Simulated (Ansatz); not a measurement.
```xyz
10

C    -1.670    0.544    0.009
Al   -0.356   -0.881   -0.123
C     1.571   -0.420   -0.002
N     1.821    0.820    0.178
H    -2.284    0.601   -0.896
H    -1.185    1.511    0.157
H    -2.361    0.372    0.840
H    -0.759   -2.409   -0.324
H     2.397   -1.148   -0.076
H     2.827    1.008    0.236
```

Total charge 0; spin multiplicity 1.

(1) List the PBE0/def2-TZVPP orbital energies in eV (Ansatz). (Estimate.)

Answers

(1) Computed: Occupied: -1527.39, -391.31, -278.86, -277.28, -113.29, -73.44, -73.21, -73.18, -25.08, -18.89, -16.45, -13.82, -11.32, -10.94, -10.93, -9.43, -9.22, -8.02, -6.83. Lowest empty: -1.72, 0.44, 0.64, 1.23, 1.52, 2.74, 3.07, 3.14.
